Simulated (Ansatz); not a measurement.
Born–Oppenheimer molecular dynamics of CH3Te (5 atoms, charge 0, multiplicity 2). It starts from a relaxed structure.

Theory: UKS B3LYP-D4/def2-SVP (Ansatz).

* ensemble: NVT, Langevin thermostat
* time step: 0.5 fs
* steps asked: 133
* set temperature: 200 K
* friction: 0.01 /fs
* temperature schedule: 32 steps to 200 K, then 100 steps to 10 K
* seed: 68964

First frame:

```xyz
5
Properties=species:S:1:pos:R:3
C -0.210 -0.046 -0.002
Te 1.946 0.242 0.075
H -0.465 -1.064 0.319
H -0.713 0.705 0.619
H -0.507 0.089 -1.053
```

(1) How far do the bonds stretch over the last three quarters of this one trajectory? (Pairs bonded in most of those frames.)

## Answers

(1) 
```csv
bond,mean (Å),spread (Å),shortest,longest
C1–Te2,2.172,0.013,2.15,2.19
C1–H3,1.100,0.018,1.07,1.13
C1–H4,1.099,0.010,1.08,1.12
C1–H5,1.101,0.006,1.09,1.11
```

Mean temperature of the second half: 149 K. The schedule's set-point averaged 71 K over the second half and the system 149 K, so it lags behind the ramp. A run of 0.067 ps of so small a system gives no equilibrium averages.

Time of the run: 8.5 min on 1 thread of Arm Neoverse V2 (shared host), peak memory 0.14 GiB.
